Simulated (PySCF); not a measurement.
**Absolute configuration from chiroptical data**

Computed, not measured: TDDFT PBE0/def2-SVPD circular dichroism and optical rotation, one conformer, gas phase in PySCF 2.14.0. Geometry: GFN2-xTB.

States above about 7.3 eV (minus the energy of the highest occupied orbital) lie near or above the ionisation threshold and depend on the basis.

Values for one enantiomer of C₄H₇F₃Si, R in 10⁻⁴⁰ esu² cm² (velocity form):
```csv
λ (nm),f,R
203,0.001,+5.9
196,0.218,-15.8
180,0.001,-4.9
177,0.007,-2.7
172,0.027,+3.3
167,0.012,+7.7
164,0.040,-5.8
163,0.004,-5.6
157,0.029,+28.8
153,0.045,+4.0
150,0.020,-13.9
150,0.0003,+4.0
147,0.018,+16.5
147,0.034,+20.6
142,0.058,+20.2
141,0.006,-5.4
```

[α] at 589.3 nm: -38 deg dm⁻¹ (g/mL)⁻¹ (origin-invariant length gauge).

**Question.** Which structure gives these signs?
A. C[C@@H]1C[Si@H]1C(F)(F)F
B. C[C@H]1C[Si@@H]1C(F)(F)F

**Answer.** A. Its CIP labels in SMILES order are R, R; the other enantiomer gives every sign reversed.

The signs above follow by mirror symmetry from the run on the other enantiomer. Geometry of C[C@H]1C[Si@@H]1C(F)(F)F as run:
```xyz
15

C    -2.083    0.773    0.371
C    -0.841   -0.076    0.483
C    -0.441   -0.902   -0.764
Si    0.791    0.441   -0.309
C     2.366   -0.238    0.590
F     2.114   -1.334    1.330
F     3.344   -0.583   -0.273
F     2.921    0.664    1.426
H    -2.135    1.497    1.181
H    -2.972    0.146    0.420
H    -2.096    1.312   -0.573
H    -0.808   -0.633    1.415
H    -0.211   -1.947   -0.602
H    -1.076   -0.764   -1.627
H     1.122    1.651   -1.031
```
